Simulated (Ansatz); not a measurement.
CaO2⁻. The state is a doublet with charge -1. Geometry PBE0-D4/def2-TZVPD; atoms count from 1.

```csv
atom,x (Å),y (Å),z (Å)
Ca1,0.128,-1.154,-0.495
O2,-0.805,0.496,0.245
O3,0.676,0.659,0.249
```

The structure holds 1 bond(s) between oxygen atoms. The highest occupied level of the charge -1 doublet lies above zero (up to 0.26 eV). It is a level of α spin, whose loss leaves a singlet; that state wasn't run at this geometry and level. The electron is either unbound and held by the finite basis, or the level is raised by self-interaction error. Another isomer (doublet) lies 0.18 eV lower at PBE0-D4/def2-TZVPD; other spin states weren't run for this one.

**Question.** Estimate the Mulliken populations from the PBE0/def2-TZVPD orbitals of Ansatz.

**Answer.** 
| atom | charge (e) | spin (α − β) |
| --- | --- | --- |
| Ca1 | 0.36 | 1.10 |
| O2 | -0.68 | -0.05 |
| O3 | -0.68 | -0.05 |
Mulliken values and Mayer orders depend strongly on the basis. With diffuse functions, as here, like atoms can get unlike values, and bond orders can come out too low or too high.

**Question.** Where does the spin sit?

**Answer.** Summed by element: Ca 1.10, O -0.10, of 1 unpaired in all. Largest on single atoms: Ca1 1.10, O2 -0.05, O3 -0.05.

**Question.** And the Mayer bond orders between bonded heavy atoms (over 0.3)?

**Answer.** Ca1–O2 0.37 (2.03 Å); Ca1–O3 0.37 (2.03 Å); O2–O3 0.47 (1.49 Å).
